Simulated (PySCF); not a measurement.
## Stretching GaN

Set-up: Ga cc-pVTZ-PP with ECP10, N cc-pVTZ; scalar-relativistic core potentials (PySCF 2.14). Energies in eV from Ga + N in their ground configurations at the same level. State: ³Σ⁻ (triplet), unpaired electrons π ↑↑.

All columns are PBE0. A positive dipole means Ga(−)N(+).

```csv
R (Å),E (eV),μ (D),Mulliken charge on Ga (basis-dependent),HOMO (eV),LUMO (eV),Mayer bond order,⟨S²⟩
1.723,-1.548,-0.52,0.20,-6.05,-3.84,1.20,2.01
1.803,-1.928,-0.88,0.25,-6.04,-3.54,1.15,2.01
1.883,-2.132,-1.24,0.29,-6.01,-3.27,1.10,2.01
1.943,-2.202,-1.52,0.31,-5.96,-3.09,1.06,2.01
2.003,-2.219,-1.78,0.34,-5.90,-2.93,1.03,2.01
2.063,-2.197,-2.05,0.36,-5.82,-2.78,1.01,2.01
2.143,-2.121,-2.39,0.38,-5.70,-2.63,0.98,2.01
2.243,-1.978,-2.80,0.39,-5.54,-2.48,0.95,2.02
2.364,-1.765,-3.24,0.40,-5.32,-2.36,0.92,2.02
2.524,-1.457,-3.71,0.40,-5.01,-2.30,0.88,2.06
```

A fit through these points gives, at Re = 1.996 Å, μ = -1.75 D and dμ/dR = -4.45 D/Å; the reduced mass is 11.64 u.

Task: How strong is the fundamental in the double-harmonic approximation, I = 42.26·(dμ/dR)²/μred km/mol?

Result: I = 42.26·(-4.45)²/11.64 = 71.9 km/mol at PBE0.

Spin–orbit coupling is left out. The state was picked by a PBE0 search and need not be the measured ground state.
